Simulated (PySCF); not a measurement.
C4H8BN, SMILES CC1=CCB1N.

Geometry optimised at B3LYP-D3(BJ)/def2-SVP. The structure was generated by enumeration, and PubChem lists no compound with its InChIKey, so it may never have been made. One conformer was computed; it need not be the lowest.

These are M06-2X/def2-TZVP in PySCF values and carry that method's errors.

Isolated molecule, no solvent.

Computed frontier levels, gap, dipole moment and polarisability:
```
Item                                                                                                           Result
---------------------------------------------------------------------------------------------  ----------------------
highest occupied level                                                                                       -8.01 eV
lowest empty level                                                                                            0.81 eV
orbital gap                                                                                                   8.82 eV
dipole moment                                                                                                  1.51 D
quadrupole, principal values (traceless, Buckingham form, about the centre of nuclear charge)  -5.85, -0.98, 6.83 D·Å
mean static polarisability                                                                      67.6 bohr³ (10.02 Å³)
polarisability, principal values                                                               48.7, 75.4, 78.8 bohr³
```
